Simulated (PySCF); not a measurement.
BaO: energy against distance

Set-up: PySCF, spin-free X2C with a Gaussian nucleus, basis sets Ba x2c-TZVPall, O x2c-TZVPall. Energies in eV from Ba + O in their ground configurations at the same level. State: ¹Σ⁺ (singlet), closed shell.

All columns are PBE0. A positive dipole means Ba(−)O(+).

```tsv
R (Å)	E (eV)	μ (D)	Mulliken charge on Ba (basis-dependent)	HOMO (eV)	LUMO (eV)	Mayer bond order	⟨S²⟩
1.658	-4.304	-4.89	0.60	-5.03	-0.84	1.88	0.00
1.735	-5.051	-5.71	0.66	-5.00	-0.94	1.85	0.00
1.812	-5.469	-6.51	0.71	-4.94	-1.04	1.84	0.00
1.870	-5.619	-7.08	0.74	-4.88	-1.13	1.83	0.00
1.928	-5.662	-7.63	0.76	-4.80	-1.21	1.83	0.00
1.986	-5.618	-8.15	0.79	-4.72	-1.29	1.82	0.00
2.063	-5.457	-8.79	0.81	-4.62	-1.40	1.82	0.00
2.159	-5.138	-9.50	0.83	-4.50	-1.54	1.82	0.00
2.275	-4.645	-10.23	0.84	-4.32	-1.70	1.83	0.00
2.429	-3.898	-10.98	0.84	-4.04	-1.89	1.85	0.00
```

A fit through these points gives, at Re = 1.925 Å, μ = -7.61 D and dμ/dR = -9.24 D/Å; the reduced mass is 14.33 u.

Q: How strong is the fundamental in the double-harmonic approximation, I = 42.26·(dμ/dR)²/μred km/mol?

A: I = 42.26·(-9.24)²/14.33 = 252 km/mol at PBE0.

Spin–orbit coupling is left out, which matters for elements this heavy, above all for dissociation energies.
